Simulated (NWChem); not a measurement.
System: MgO; SMILES [Mg]=[O]

NWChem input:

```
start job
memory heap 200 mb stack 900 mb global 1100 mb
geometry units angstroms noautosym nocenter noautoz
  Mg     0.000000     0.000000    -0.707128
  O      0.000000     0.000000     1.035598
end
basis spherical
  * library 3-21g
end
dft
  xc hfexch
  iterations 150
  vectors input atomic output neutral.movecs
end
task dft energy
charge 1
dft
  odft
  mult 2
  vectors input atomic output cation.movecs
end
task dft energy
```

Parts of the log:

```
             Northwest Computational Chemistry Package (NWChem) 7.3.0
             --------------------------------------------------------

                             Geometry "geometry" -> ""
                             -------------------------

 Output coordinates in angstroms (scale by  1.889725989 to convert to a.u.)

  No.       Tag          Charge          X              Y              Z
 ---- ---------------- ---------- -------------- -------------- --------------
    1 Mg                  12.0000     0.00000000     0.00000000    -0.70712800
    2 O                    8.0000     0.00000000     0.00000000     1.03559800

 Effective nuclear repulsion energy (a.u.)      29.1503173212

  xc_inp: hfexch multiplicative factor not found.

                                 NWChem DFT Module
                                 -----------------

 Summary of "ao basis" -> "ao basis" (spherical)
 ------------------------------------------------------------------------------
       Tag                 Description            Shells   Functions and Types
 ---------------- ------------------------------  ------  ---------------------
 Mg                          3-21g                   7       13   4s3p
 O                           3-21g                   5        9   3s2p

            General Information
            -------------------
          SCF calculation type: DFT
          Wavefunction type:  closed shell.
          No. of atoms     :     2
          No. of electrons :    20
           Alpha electrons :    10
            Beta electrons :    10
          Charge           :     0
          Spin multiplicity:     1
          Use of symmetry is: off; symmetry adaption is: off
          Maximum number of iterations: 150
          AO basis - number of functions:    22
                     number of shells:    12
          Convergence on energy requested:  1.00D-06
          Convergence on density requested:  1.00D-05
          Convergence on gradient requested:  5.00D-04

              XC Information
              --------------
                     Hartree-Fock (Exact) Exchange  1.000

      Superposition of Atomic Density Guess
      -------------------------------------

 Sum of atomic energies:        -272.83679397

      Non-variational initial energy
      ------------------------------

 Total energy =    -272.611503
 1-e energy   =    -438.916831
 2-e energy   =     137.155010
 HOMO         =      -0.419224
 LUMO         =      -0.172257

   convergence    iter        energy       DeltaE   RMS-Dens  Diis-err
 ---------------- ----- ----------------- --------- --------- ---------
 d= 0,ls=0.0,diis     1   -272.5222520948 -3.02D+02  1.13D-01  1.69D+00
 d= 0,ls=0.0,diis     2   -270.1735549163  2.35D+00  9.40D-02  1.63D+01
 d= 0,ls=0.0,diis     3   -272.7740185560 -2.60D+00  7.85D-03  1.66D-02
 d= 0,ls=0.0,diis     4   -272.7789778295 -4.96D-03  3.12D-03  1.11D-02
 d= 0,ls=0.0,diis     5   -272.7806507637 -1.67D-03  3.53D-03  4.42D-03
  Resetting Diis
 d= 0,ls=0.0,diis     6   -272.7820767707 -1.43D-03  7.21D-03  1.13D-03
 d= 0,ls=0.0,diis     7   -272.7835293609 -1.45D-03  8.06D-04  2.74D-04
 d= 0,ls=0.0,diis     8   -272.7835666532 -3.73D-05  5.81D-04  4.08D-04
 d= 0,ls=0.0,diis     9   -272.7836346307 -6.80D-05  1.54D-03  5.12D-05
 d= 0,ls=0.0,diis    10   -272.7837303583 -9.57D-05  1.32D-03  3.77D-05
 d= 0,ls=0.0,diis    11   -272.7837619218 -3.16D-05  5.91D-05  2.78D-07
 d= 0,ls=0.0,diis    12   -272.7837620752 -1.53D-07  4.99D-05  6.79D-08
 d= 0,ls=0.0,diis    13   -272.7837621119 -3.67D-08  5.88D-06  1.20D-08

         Total DFT energy =     -272.783762111929
      One electron energy =     -440.554127229027
           Coulomb energy =      162.846775433311
    Exchange-Corr. energy =      -24.226727637451
 Nuclear repulsion energy =       29.150317321238

 Numeric. integr. density =        0.000000000000

                       DFT Final Molecular Orbital Analysis
                       ------------------------------------

 Vector    8  Occ=2.000000D+00  E=-3.658810D-01
              MO Center=  1.0D-15, -2.6D-16,  9.3D-01, r^2= 9.2D-01
   Bfn.  Coefficient  Atom+Function         Bfn.  Coefficient  Atom+Function
  ----- ------------  ---------------      ----- ------------  ---------------
    20      0.575094  2 O  px                16      0.472573  2 O  px
    21     -0.144653  2 O  py                 7      0.127712  1 Mg px
    17     -0.118866  2 O  py                11      0.107521  1 Mg px
     3     -0.062466  1 Mg px                 8     -0.032123  1 Mg py
    12     -0.027045  1 Mg py

 Vector    9  Occ=2.000000D+00  E=-3.658810D-01
              MO Center=  2.6D-16,  1.0D-15,  9.3D-01, r^2= 9.2D-01
   Bfn.  Coefficient  Atom+Function         Bfn.  Coefficient  Atom+Function
  ----- ------------  ---------------      ----- ------------  ---------------
    21      0.575094  2 O  py                17      0.472573  2 O  py
    20      0.144653  2 O  px                 8      0.127712  1 Mg py
    16      0.118866  2 O  px                12      0.107521  1 Mg py
     4     -0.062466  1 Mg py                 7      0.032123  1 Mg px
    11      0.027045  1 Mg px

 Vector   10  Occ=2.000000D+00  E=-2.956861D-01
              MO Center= -2.7D-15,  2.0D-15,  2.0D-01, r^2= 2.6D+00
   Bfn.  Coefficient  Atom+Function         Bfn.  Coefficient  Atom+Function
  ----- ------------  ---------------      ----- ------------  ---------------
     6      0.432805  1 Mg s                 22     -0.409702  2 O  pz
    18     -0.341987  2 O  pz                10      0.240722  1 Mg s
    19     -0.226216  2 O  s                  2     -0.217613  1 Mg s
    13     -0.180577  1 Mg pz                 9      0.071706  1 Mg pz
     5     -0.052796  1 Mg pz                14      0.044956  2 O  s

 Vector   11  Occ=0.000000D+00  E=-2.300299D-02
              MO Center=  3.2D-15, -3.7D-15, -9.6D-01, r^2= 4.7D+00
   Bfn.  Coefficient  Atom+Function         Bfn.  Coefficient  Atom+Function
  ----- ------------  ---------------      ----- ------------  ---------------
    10      0.823157  1 Mg s                 22      0.335227  2 O  pz
     9     -0.286450  1 Mg pz                18      0.268510  2 O  pz
    13     -0.261761  1 Mg pz                 6     -0.168793  1 Mg s
     5      0.149879  1 Mg pz                 2     -0.117406  1 Mg s
    19      0.060975  2 O  s

 Vector   12  Occ=0.000000D+00  E= 7.641755D-02
              MO Center= -1.6D-15, -5.8D-16, -6.7D-01, r^2= 7.3D+00
   Bfn.  Coefficient  Atom+Function         Bfn.  Coefficient  Atom+Function
  ----- ------------  ---------------      ----- ------------  ---------------
    11      0.921360  1 Mg px                12      0.326238  1 Mg py
    20     -0.234251  2 O  px                16     -0.137659  2 O  px
    21     -0.082944  2 O  py                 3     -0.075081  1 Mg px
    17     -0.048743  2 O  py                 4     -0.026585  1 Mg py
     7      0.026412  1 Mg px

 Vector   13  Occ=0.000000D+00  E= 7.641755D-02
              MO Center= -7.4D-16,  2.1D-15, -6.7D-01, r^2= 7.3D+00
   Bfn.  Coefficient  Atom+Function         Bfn.  Coefficient  Atom+Function
  ----- ------------  ---------------      ----- ------------  ---------------
    12      0.921360  1 Mg py                11     -0.326238  1 Mg px
    21     -0.234251  2 O  py                17     -0.137659  2 O  py
    20      0.082944  2 O  px                 4     -0.075081  1 Mg py
    16      0.048743  2 O  px                 3      0.026585  1 Mg px
     8      0.026412  1 Mg py

     Multipole analysis of the density
     ---------------------------------

     L   x y z        total         alpha         beta         nuclear
     -   - - -        -----         -----         ----         -------
     0   0 0 0     -0.000000    -10.000000    -10.000000     20.000000

     1   1 0 0      0.000000      0.000000      0.000000      0.000000
     1   0 1 0     -0.000000     -0.000000     -0.000000      0.000000
     1   0 0 1     -2.311896     -0.966265     -0.966265     -0.379366

     2   2 0 0    -10.609138     -5.304569     -5.304569      0.000000
     2   1 1 0      0.000000      0.000000      0.000000      0.000000
     2   1 0 1     -0.000000     -0.000000     -0.000000      0.000000
     2   0 2 0    -10.609138     -5.304569     -5.304569      0.000000
     2   0 1 1      0.000000      0.000000      0.000000      0.000000
     2   0 0 2    -11.897189    -31.981771    -31.981771     52.066353

                                 NWChem DFT Module
                                 -----------------

            General Information
            -------------------
          SCF calculation type: DFT
          Wavefunction type:  spin polarized.
          No. of atoms     :     2
          No. of electrons :    19
           Alpha electrons :    10
            Beta electrons :     9
          Charge           :     1
          Spin multiplicity:     2
          Use of symmetry is: off; symmetry adaption is: off
          Maximum number of iterations: 150
          AO basis - number of functions:    22
                     number of shells:    12
          Convergence on energy requested:  1.00D-06
          Convergence on density requested:  1.00D-05
          Convergence on gradient requested:  5.00D-04

              XC Information
              --------------
                     Hartree-Fock (Exact) Exchange  1.000

      Superposition of Atomic Density Guess
      -------------------------------------

 Sum of atomic energies:        -272.83679397

 Renormalizing density from      20.00 to     19

      Non-variational initial energy
      ------------------------------

 Total energy =    -264.038275
 1-e energy   =    -416.970989
 2-e energy   =     123.782397
 HOMO         =      -0.888218
 LUMO         =      -0.477100

   convergence    iter        energy       DeltaE   RMS-Dens  Diis-err
 ---------------- ----- ----------------- --------- --------- ---------
 d= 0,ls=0.0,diis     1   -272.4926564328 -3.02D+02  1.86D-02  3.38D-01
                                                     1.93D-02  3.13D-01
 d= 0,ls=0.0,diis     2   -272.5748820036 -8.22D-02  7.25D-03  1.28D-01
                                                     6.31D-03  8.47D-02
 d= 0,ls=0.0,diis     3   -272.6135250577 -3.86D-02  5.74D-04  1.85D-04
                                                     1.38D-03  9.42D-04
 d= 0,ls=0.0,diis     4   -272.6139954913 -4.70D-04  6.41D-04  9.74D-05
                                                     8.09D-04  5.40D-05
 d= 0,ls=0.0,diis     5   -272.6141871157 -1.92D-04  7.89D-04  2.39D-05
                                                     8.51D-04  2.21D-05
  Resetting Diis
 d= 0,ls=0.0,diis     6   -272.6143101534 -1.23D-04  5.21D-04  5.96D-06
                                                     6.30D-04  4.99D-06
 d= 0,ls=0.0,diis     7   -272.6143522091 -4.21D-05  4.16D-05  5.97D-07
                                                     1.01D-04  2.17D-06
 d= 0,ls=0.0,diis     8   -272.6143559280 -3.72D-06  5.02D-05  2.40D-07
                                                     1.36D-04  1.35D-06
 d= 0,ls=0.0,diis     9   -272.6143595552 -3.63D-06  9.72D-05  4.86D-07
                                                     2.01D-04  5.62D-07
 d= 0,ls=0.0,diis    10   -272.6143629684 -3.41D-06  1.03D-04  1.70D-07
                                                     1.47D-04  1.40D-07
 d= 0,ls=0.0,diis    11   -272.6143641220 -1.15D-06  2.17D-05  1.38D-08
                                                     2.65D-05  1.32D-08
 d= 0,ls=0.0,diis    12   -272.6143641862 -6.42D-08  6.61D-06  1.94D-09
                                                     6.61D-06  2.46D-10

         Total DFT energy =     -272.614364186181
      One electron energy =     -434.390170757198
           Coulomb energy =      156.769385269786
    Exchange-Corr. energy =      -24.143896020007
 Nuclear repulsion energy =       29.150317321238

 Numeric. integr. density =        0.000000000000

                    DFT Final Alpha Molecular Orbital Analysis
                    ------------------------------------------

 Vector    8  Occ=1.000000D+00  E=-7.662390D-01
              MO Center= -7.3D-17, -3.9D-16,  1.0D+00, r^2= 6.2D-01
   Bfn.  Coefficient  Atom+Function         Bfn.  Coefficient  Atom+Function
  ----- ------------  ---------------      ----- ------------  ---------------
    21      0.581957  2 O  py                17      0.524280  2 O  py
    20      0.108991  2 O  px                16      0.098189  2 O  px
     8      0.085420  1 Mg py                 4     -0.044863  1 Mg py
    12      0.030833  1 Mg py

 Vector    9  Occ=1.000000D+00  E=-7.056768D-01
              MO Center= -5.1D-16,  1.6D-16,  1.0D+00, r^2= 7.7D-01
   Bfn.  Coefficient  Atom+Function         Bfn.  Coefficient  Atom+Function
  ----- ------------  ---------------      ----- ------------  ---------------
    22      0.540767  2 O  pz                18      0.491681  2 O  pz
     6     -0.251270  1 Mg s                 19      0.181085  2 O  s
     2      0.120756  1 Mg s                  9     -0.119480  1 Mg pz
     5      0.099967  1 Mg pz                13      0.069497  1 Mg pz
    15      0.051529  2 O  s                 14     -0.043249  2 O  s

 Vector   10  Occ=1.000000D+00  E=-6.828794D-01
              MO Center= -4.2D-16,  7.9D-17,  9.8D-01, r^2= 7.0D-01
   Bfn.  Coefficient  Atom+Function         Bfn.  Coefficient  Atom+Function
  ----- ------------  ---------------      ----- ------------  ---------------
    20      0.584960  2 O  px                16      0.506692  2 O  px
     7      0.113382  1 Mg px                21     -0.109554  2 O  py
    17     -0.094895  2 O  py                 3     -0.053184  1 Mg px
    11      0.045987  1 Mg px

 Vector   11  Occ=0.000000D+00  E=-2.665563D-01
              MO Center=  9.0D-17,  9.0D-16, -1.5D+00, r^2= 3.2D+00
   Bfn.  Coefficient  Atom+Function         Bfn.  Coefficient  Atom+Function
  ----- ------------  ---------------      ----- ------------  ---------------
    10      0.667541  1 Mg s                  9     -0.287176  1 Mg pz
     6      0.274066  1 Mg s                  2     -0.220323  1 Mg s
    13     -0.199229  1 Mg pz                22      0.127727  2 O  pz
     5      0.118426  1 Mg pz                18      0.106793  2 O  pz
    19     -0.057525  2 O  s                  1      0.040344  1 Mg s

 Vector   12  Occ=0.000000D+00  E=-1.365361D-01
              MO Center=  1.1D-16,  5.8D-16, -7.3D-01, r^2= 5.9D+00
   Bfn.  Coefficient  Atom+Function         Bfn.  Coefficient  Atom+Function
  ----- ------------  ---------------      ----- ------------  ---------------
    12      0.763128  1 Mg py                 8      0.309761  1 Mg py
    21     -0.187255  2 O  py                11      0.142922  1 Mg px
     4     -0.138088  1 Mg py                17     -0.109948  2 O  py
     7      0.058013  1 Mg px                20     -0.035070  2 O  px
     3     -0.025862  1 Mg px

 Vector   13  Occ=0.000000D+00  E=-1.282537D-01
              MO Center=  9.7D-16, -1.8D-16, -7.1D-01, r^2= 6.0D+00
   Bfn.  Coefficient  Atom+Function         Bfn.  Coefficient  Atom+Function
  ----- ------------  ---------------      ----- ------------  ---------------
    11      0.775047  1 Mg px                 7      0.290541  1 Mg px
    20     -0.214420  2 O  px                12     -0.145154  1 Mg py
     3     -0.132864  1 Mg px                16     -0.124335  2 O  px
     8     -0.054414  1 Mg py                21      0.040157  2 O  py

                     DFT Final Beta Molecular Orbital Analysis
                     -----------------------------------------

[...]
```

Level: Hartree-Fock/3-21G, vertical spin-unrestricted ions. The geometry was optimised at B3LYP/6-31G* (spherical d).
